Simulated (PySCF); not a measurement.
## Correlation energy of Cd³⁺ (cadmium, charge +3)

[Kr] 4d9, 2D determinant. Computed with PySCF 2.14 in aug-cc-pVTZ-PP with ECP28MDF (6s6p5d3f2g, 88 functions), with a scalar-relativistic core potential. Frozen: 4s2 4p6; 9 electrons correlated.

| level | correlation energy (mhartree) |
| --- | --- |
| CCSD | -285.51 |
| (T) | -6.67 |
| CCSD(T) | -292.18 |

Diagnostics: T1 = 0.00085, D1 = 0.0022, largest double amplitude 0.019.

Cost of the coupled-cluster step: of the order of 30 core-seconds, for 9 correlated electrons.
